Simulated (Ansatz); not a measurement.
Ansatz (a first-principles code) input (CCSD(T)/aug-cc-pVDZ):

Ansatz 0.2 input:
```yaml
crystal:
  periodic: [false, false, false]
  atoms:
    - {symbol: Se, position_ang: [-0.00812663, -0.28330172, 0.07847759]}
    - {symbol: F, position_ang: [1.93385004, -0.25006775, 0.02401380]}
    - {symbol: F, position_ang: [0.04141530, 1.44377429, -0.39994083]}
    - {symbol: F, position_ang: [-1.94456472, -0.12345560, 0.07945614]}
basis:
  gaussian:
    orbitals: aug-cc-pVDZ
total_charge: -1
magnetization: {spin_polarized: false}
correlation: {method: ccsd_t, electrons: outside_noble_gas}
output: {forces: true}
```

End of the output:

```
cycle   6  -21.56282479 eV  change   -7.0e-4 eV  update   9.8e-4
cycle   7  -21.56330404 eV  change   -4.8e-4 eV  update   4.7e-4
cycle   8  -21.56302929 eV  change    2.7e-4 eV  update   1.6e-4
cycle   9  -21.56301281 eV  change    1.6e-5 eV  update   5.7e-5
cycle  10  -21.56307979 eV  change   -6.7e-5 eV  update   2.2e-5
cycle  11  -21.56305111 eV  change    2.9e-5 eV  update   8.9e-6
cycle  12  -21.56304990 eV  change    1.2e-6 eV  update   3.9e-6
perturbative correction -0.67028301 eV, -0.0246324464 hartree
the calculation of the forces begins
Total energy: -73443.42819865 eV, -2698.9962045568 hartree
Atom 0 at    -0.008127    -0.283302     0.078478 Å, force    -0.012047    -0.419973     0.116337 eV/Å
Atom 1 at     1.933850    -0.250068     0.024014 Å, force     0.079385     0.042661    -0.013640 eV/Å
Atom 2 at     0.041415     1.443774    -0.399941 Å, force     0.009453     0.329553    -0.091290 eV/Å
Atom 3 at    -1.944565    -0.123456     0.079456 Å, force    -0.076791     0.047759    -0.011407 eV/Å
Dipole moment:    -0.006085    -0.212124     0.058761 e Å
```
